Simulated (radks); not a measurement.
Polarisability of the samarium ion Sm8+, [Kr] 4d10 4f4 5s2 5p2, at imaginary frequency. Calculated with a radial shooting solver on a logarithmic mesh with Libxc functionals: non-relativistic Kohn-Sham, LDA (Slater exchange, VWN5 correlation), spin-polarised, spherical densities, point nucleus; open shells are filled with parallel spins first (spin-orbit coupling, left out, can overturn this in heavy ions); relativity is left out, which matters for an element this heavy. Response by self-consistent Sternheimer equations with the Hartree and adiabatic LDA kernel.

w (hartree),alpha1(iw) (bohr^3)
0.00266,2.715
0.0143,2.715
0.0360,2.713
0.0697,2.706
0.118,2.688
0.186,2.649
0.280,2.571
0.413,2.429
0.605,2.191
0.892,1.839
1.35,1.395
2.12,0.9350
3.59,0.5453
6.94,0.2512
17.5,0.06667

Static values: alpha1 = 2.715 bohr^3 (0.4024 angstrom^3; uncoupled 4.863). C6 = 8.287, triple-dipole C9 = 15.30 atomic units. One-pole (London) frequency 4 C6 / (3 alpha1^2) = 1.498 hartree, against 4.576 for minus the highest occupied eigenvalue. The dipole shielding factor is 0.871, as the force sum rule N/Z = 0.871 demands.
